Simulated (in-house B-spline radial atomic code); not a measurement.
Values are calculated unless marked as measured or tabulated.
What the choice of pseudopotential does to G0W0 on PBE: Eu⁺

All numbers come from an all-electron radial atomic-structure program (B-spline basis), non-relativistic (model numbers for so heavy an element), configuration [Xe] 4f7 6s1, open shells at high spin. Semilocal Troullier-Martins pseudo-atoms, one channel per l, are made with PBE or LDA for several valence sets and radii, with or without a model core, and set against the all-electron atom. One channel fits only the lowest state of its l, so a second state of that l is approximate. All electrons give 6s up: PBE -8.389 eV, G0W0 -11.100 eV. Potentials are made in the ion's own configuration unless the neutral atom is named, and a smooth local potential serves every l without a channel. Potentials that miss their own reference levels by more than 6 millihartree, or need radii over 3.5 bohr, are left out. Columns give pseudo minus all-electron, in eV; a dash marks a level in the core or of low weight.

```
       valence          made with                 radii (bohr)  model core (bohr)  6s up PBE  6s up G0W0
      5p 4f 6s                PBE  s 2.88 p 1.15 d 1.61 f 1.59               none      +0.03       -0.27
      5p 4f 6s  PBE, neutral atom  s 3.40 p 1.29 d 1.88 f 1.78               none      +0.05       -0.26
      5p 4f 6s  PBE, neutral atom  s 3.40 p 1.29 d 1.88 f 1.78               0.96      +0.05       -0.27
      5p 4f 6s  PBE, neutral atom  s 3.40 p 1.65 d 2.40 f 2.28               0.96      +0.05       -0.25
   5s 5p 4f 6s                PBE  s 1.32 p 1.44 d 2.02 f 1.98               none      -0.08       -0.10
   5s 5p 4f 6s  PBE, neutral atom  s 1.52 p 1.65 d 2.40 f 2.28               none      -0.11       -0.13
   5s 5p 4f 6s  PBE, neutral atom  s 1.72 p 1.87 d 2.72 f 2.58               none      -0.21       -0.26
   5s 5p 4f 6s  PBE, neutral atom  s 1.19 p 1.29 d 1.88 f 1.78               0.92      -0.11       -0.13
   5s 5p 4f 6s  PBE, neutral atom  s 1.52 p 1.65 d 2.40 f 2.28               0.92      -0.10       -0.11
4d 5s 5p 4f 6s                PBE  s 1.32 p 1.44 d 0.57 f 1.98               none      -0.07       -0.26
4d 5s 5p 4f 6s                PBE  s 1.52 p 1.65 d 0.66 f 2.28               none      -0.09       -0.27
4d 5s 5p 4f 6s  PBE, neutral atom  s 1.19 p 1.29 d 0.51 f 1.78               0.40      -0.11       -0.32
4d 5s 5p 4f 6s  PBE, neutral atom  s 1.32 p 1.44 d 0.57 f 1.98               0.40      -0.08       -0.27
4d 5s 5p 4f 6s  PBE, neutral atom  s 1.52 p 1.65 d 0.66 f 2.28               0.40      -0.10       -0.28
```

Question: How does the G0W0 shift of 6s up, which all sets hold, depend on the valence set?

Answer: Mean size: 5s 5p 4f 6s: 0.14 eV; 5p 4f 6s: 0.26 eV; 4d 5s 5p 4f 6s: 0.28 eV. A larger valence set can do worse when it takes only part of a shell, whose exchange with the frozen rest is then left to the functional. The means mix radii and the functional used in making the potentials.
